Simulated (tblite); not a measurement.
Species: C₇H₁₁PS.
Structure used (GFN2-xTB), in Å, numbered top down from 1:
```xyz
20
C7H11PS angstrom
C      1.622    1.716    0.534
C      1.506    0.330   -0.013
S      2.980   -0.517   -0.345
C      2.214   -1.947   -0.894
P      0.515   -2.001   -0.915
C      0.355   -0.342   -0.283
C     -1.008    0.243   -0.013
C     -1.506   -0.260    1.344
C     -1.990   -0.138   -1.117
H      2.664    1.955    0.730
H      1.230    2.445   -0.175
H      1.062    1.812    1.464
H      2.859   -2.750   -1.204
H     -0.928    1.334    0.023
H     -1.571   -1.347    1.332
H     -2.490    0.148    1.565
H     -0.822    0.034    2.137
H     -1.606    0.164   -2.089
H     -2.950    0.348   -0.956
H     -2.143   -1.216   -1.127
```

Calculated harmonic vibrations of the isolated species, GFN2-xTB (tblite), most abundant isotopes, no scaling. The method is semi-empirical: single wavenumbers can be off by several per cent or more. One conformer, not necessarily the lowest.

Harmonic wavenumbers (cm⁻¹): 31.8, 102.6, 108.5, 172.4, 183.9, 220.6, 242.6, 263.8, 287.4, 331.5, 384.7, 439.7, 476.0, 504.0, 560.9, 595.1, 683.7, 794.8, 815.0, 925.2, 944.6, 961.6, 983.4, 997.1, 1023.1, 1049.0, 1131.6, 1140.0, 1166.2, 1179.3, 1218.5, 1300.0, 1319.7, 1398.4, 1402.3, 1414.3, 1475.1, 1480.2, 1486.8, 1489.3, 1497.0, 1502.2, 1532.3, 2932.6, 2993.3, 3012.0, 3016.9, 3022.2, 3024.3, 3028.8, 3030.8, 3033.0, 3046.8, 3117.1.

A = 1768, B = 1001, C = 729.6 MHz; mass 158.032 u (most abundant isotopes); point group C1, symmetry number 1.

Question: Zero-point energy?

Answer: Half the sum of the wavenumbers: 35237 cm⁻¹ = 421.53 kJ/mol.

Question: Entropy at 273.15 K, 1 bar (ideal gas, RRHO, classical rotation)?

Answer: Translation 170.18, rotation 124.01, vibration 119.32: S = 413.5 J/(mol K).

Question: And Cp and H(273.15 K) − H(0)?

Answer: Cp = 160.61 J/(mol K), of which vibrations give 127.36 (their classical limit is 54 R = 449.0); H(273.15 K) − H(0) = 26.66 kJ/mol without the zero-point energy, 17.57 from vibrations.

Question: Blend soft modes into free rotors: weight 1/[1 + (100 cm⁻¹/ν̃)⁴] for the oscillator and the rest for a rotor with moment μB/(μ + B), μ = h/(8π²ν), B = 10⁻⁴⁴ kg m². What vibrational entropy results?

Answer: 110.97 J/(mol K) in place of 119.32, which changes −T·S at 273.15 K by +2.28 kJ/mol.

Question: What must be added to the electronic energy to get the Gibbs energy at 273.15 K and 1 bar?

Answer: ZPE + [H(273.15 K) − H(0)] − T·S = 421.53 + 26.66 − 112.95 = 335.24 kJ/mol.

Question: Which modes carry the vibrational entropy at 273.15 K?

Answer: 31.8 cm⁻¹: 23.18; 102.6 cm⁻¹: 13.53; 108.5 cm⁻¹: 13.08; 172.4 cm⁻¹: 9.40; 183.9 cm⁻¹: 8.90; 220.6 cm⁻¹: 7.52 J/(mol K); the other 48 give 43.72 together.

Hindered rotation and anharmonicity are outside this model. Other conformers, if any are populated, would add a mixing term that is left out. The structure is chiral; the term R ln 2 for an equal mix with its mirror image is left out.
